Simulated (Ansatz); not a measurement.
# Match the barriers

Saddle point of SiH$_{5}$SBr, singlet (SiH₃Br ([SiH3][Br]) + H₂S → SiH₄S ([SiH3][SH]) + HBr; bonds formed: Si1–S7, Br2–H6; bonds broken: Si1–Br2, H6–S7), PBE0-D4/def2-TZVP structure:

Si1  (-0.217, -0.145, -0.848)
Br2  (2.205, -0.727, 0.108)
H3  (-0.198, -1.504, -1.419)
H4  (0.473, 1.010, -1.457)
H5  (-1.666, 0.249, -0.987)
H6  (0.793, -0.049, 1.618)
S7  (-0.588, -0.082, 1.466)
H8  (-0.802, 1.247, 1.520)
(Å)

Program: Ansatz 0.2.0. Basis: def2-TZVPP, with def2-QZVPP for the basis limit. Cores are frozen in the correlated methods. Filled d shells of the heavier atoms are correlated. The def2 sets are not built for correlating such inner shells, so the correlated values are less sure here. Extrapolation: Hartree–Fock as exp(−7.88 √X), correlation as X^−2.97. Four methods, as single points on the PBE0-D4 structures, gave these electronic barriers from the start structure: 27.18, 30.53, 36.72, 46.56 kcal/mol.

(1) The methods were, in alphabetical order, CCSD(T), HF, PBE-D4, PBE0-D4. Which gave which? (A judgement: the text doesn't fix the answer.)

No T1 diagnostic of these runs exceeds 0.011.

Answers

(1) The calculation gives: PBE-D4 27.18; PBE0-D4 30.53; CCSD(T) 36.72; HF 46.56 kcal/mol. For comparison, CCSD(T) at an estimated basis limit (MP2 extrapolated from triple and quadruple zeta, plus CCSD(T) − MP2 in triple zeta) gives 35.22 kcal/mol.

Labels in which every atom is bracketed show which atoms are joined, not bond orders.

For scale, one of the runs: CCSD(T)/def2-TZVPP, 202 basis functions, launched by `ansatz run in.yaml --threads 4 --pin off --events-out ev --progress --plain --max-ram 9574MiB`. The run took 16 s on 4 CPU threads of an Intel Xeon 6975P-C (shared host), with 2.5 GiB of host memory at its peak.
